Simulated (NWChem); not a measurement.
WNHSF$_{2}$; SMILES [S]=[W]([F])(=[NH])[F]

Computed with NWChem. The geometry was optimised at PBE0/def2-SVP. def2 effective core potentials on W; no spin-orbit coupling. Hybrids' shares of exact exchange are those that their runs print; pure functionals count as 0. The functionals differ in more than this share.

```
row                                   share of exact exchange  orbital gap (eV)
------------------------------------  -----------------------  ----------------
PBE/def2-SVP                                             0.00              3.44
LDA (Slater exchange, VWN5)/def2-SVP                     0.00              3.40
TPSSh/def2-SVP                                           0.10              4.32
B3LYP/def2-SVP                                           0.20              4.90
PW6B95/def2-SVP                                          0.28              5.47
Hartree-Fock/def2-SVP                                    1.00          withheld
```

Fit a straight line of the last column on the one before it, predict the withheld value, and compare with the run.


1. Means of the 5 shown rows: x = 0.116, y = 4.306. Slope Σ(x − x̄)(y − ȳ)/Σ(x − x̄)² = 0.4461/0.06112 = 7.299; intercept 3.459.
2. The shown rows scatter about the line by 0.067 (root mean square); the largest residual is +0.13, at TPSSh/def2-SVP.
3. At x = 1.00 (Hartree-Fock/def2-SVP; beyond the shown range) the line gives 10.76.
4. The run gives 11.32, +0.56 from the line, 8.4 times the scatter.
